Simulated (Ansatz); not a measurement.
hydrogen fluoride (hydrogen fluoride), singlet, geometry from GFN2-xTB.

Ansatz (a quantum-chemistry and plane-wave program) was given this input:
Ansatz 0.2 input:
```yaml
crystal:
  periodic: [false, false, false]
  atoms:
    - {symbol: F, position_ang: [-0.00000000, -0.00000000, -0.09325170]}
    - {symbol: H, position_ang: [0.00000000, 0.00000000, 0.83926531]}
basis:
  gaussian:
    orbitals: def2-TZVP
magnetization: {spin_polarized: false}
correlation: {method: ccsd_t}
```

### Question
Predict the coupled-cluster correlation energy (without the perturbative part) from CCSD(T)/def2-TZVP (Ansatz).

### Answer
-0.2705 Eh

### Question
Predict the T1 diagnostic from CCSD(T)/def2-TZVP.

### Answer
0.008

### Question
Predict the number of basis functions from CCSD(T)/def2-TZVP.

### Answer
37
